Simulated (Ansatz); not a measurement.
`[OH][SnH2][AlH2]` + H–F → `[OH][SnH2][F]` + `[AlH3]`  (cleavage of the Sn–Al bond)

Isolated molecules relaxed with PBE0-D4/def2-TZVP in Ansatz; ΔE leaves out vibrations. CCSD(T)/CBS adds triple-zeta CCSD(T) − MP2 to the extrapolated MP2 energy (def2 sets, frozen cores). This one scheme is used for every species. Functionals use def2-TZVPP. Elements past krypton have def2 core potentials. For Sn outer-core shells are correlated without core-valence functions, which leaves a few kJ/mol of doubt a bond. One conformer a species, not always the lowest.

`[OH][SnH2][AlH2]`:

Cartesian coordinates in Å:
```
O -0.562 1.955 0.737
Sn 0.613 0.357 0.666
Al -0.504 -1.475 -0.927
H -0.752 2.314 -0.133
H 2.162 0.907 0.154
H 0.722 -0.041 2.324
H -1.517 -0.999 -2.053
H -0.162 -3.017 -0.768
```

H–F:

```xyz
2

F    -0.306   -0.084   -0.333
H     0.306    0.084    0.333
```

`[OH][SnH2][F]`:

```xyz
6

O     0.564   -0.306    1.374
Sn   -0.181    0.341   -0.306
F     0.705   -0.672   -1.678
H     0.409   -1.240    1.535
H    -1.822   -0.072   -0.471
H     0.326    1.949   -0.454
```

`[AlH3]`:

Cartesian coordinates in Å:
```
Al 0.000 0.000 0.000
H -0.793 -0.100 -1.370
H 1.584 0.072 -0.005
H -0.791 0.028 1.374
```

(1) Is it downhill or uphill in electronic energy at CCSD(T)/CBS, and by how much? (Best estimate.)

(2) What do these levels give: BLYP-D4, PBE-QIDH, PBE0, BHLYP, CAM-B3LYP, RPA@PBE/def2-TZVPP? (Best estimate.)

(3) What do rigid-rotor, harmonic-oscillator terms from PBE0-D4/def2-TZVP frequencies (298.15 K, 1 bar) make of the CCSD(T)/CBS value? (Estimate.)

Largest T1 diagnostic among the species: 0.014.

Results:

(1) Ansatz gave: Downhill: ΔE = -0.23 eV.

(2) Ansatz gave: BLYP-D4 -0.35, PBE-QIDH -0.19, PBE0 -0.17, BHLYP -0.37, CAM-B3LYP -0.42, RPA@PBE/def2-TZVPP -0.27 eV.

(3) Computed: ΔZPE = -0.05 eV, ΔH = -0.32 eV, ΔS = -15 J/(mol·K), ΔG = -0.27 eV.

The D4 term adds +0.04 eV with B3LYP and +0.02 eV with PBE0; it sums over pairs of atoms, weighted by their polarisabilities, and B3LYP, whose exchange is more repulsive, gets the larger term. From r2SCAN to r2SCAN0 (25 % exact exchange), in def2-TZVPP and without D4, ΔE moves by +0.06 eV. At CCSD(T), def2-SVP lies −0.13 eV from the extrapolated value and def2-TZVPP +0.00 eV.

B3LYP here is the variant with VWN-RPA as its local correlation; programs differ in this.
